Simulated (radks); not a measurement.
Problem. Lu+, 70 electrons, occupied as [Xe] 4f14 6s2 (the NIST ground configuration). Method: scalar-relativistic Kohn-Sham, MS2 meta-GGA, spin-polarised, spherical densities, finite nucleus; meta-GGA in the generalised Kohn-Sham scheme; Fermi nuclear charge, rms radius 5.37 fm; computed with a radial shooting solver on a logarithmic mesh with Libxc functionals. Some entries of the table are withheld. Estimate them.

| orbital | occ. | eigenvalue (eV) | <1/r> (bohr^-1) |
|---|---|---|---|
| 1s | 2 | -63283.13 | 82.21 |
| 2s | 2 | (1) | 19.19 |
| 2p | 6 | -9487.046 | 17.55 |
| 3s | 2 | -2457.346 | 7.100 |
| 3p | 6 | (2) | 6.591 |
| 3d | 10 | (3) | 6.234 |
| 4s | 2 | -498.7833 | 2.996 |
| 4p | 6 | -369.9340 | 2.732 |
| 4d | 10 | -201.9251 | 2.419 |
| 5s | 2 | (4) | (5) |
| 5p | 6 | -40.5029 | 0.9395 |
| 4f | 14 | (6) | 1.828 |
| 6s | 2 | -11.1535 | 0.3835 |

Solution. 
(1) 2s eigenvalue (eV): -10788.76
(2) 3p eigenvalue (eV): -2065.195
(3) 3d eigenvalue (eV): -1595.644
(4) 5s eigenvalue (eV): -70.0456
(5) 5s <1/r> (bohr^-1): 1.130
(6) 4f eigenvalue (eV): -18.4922
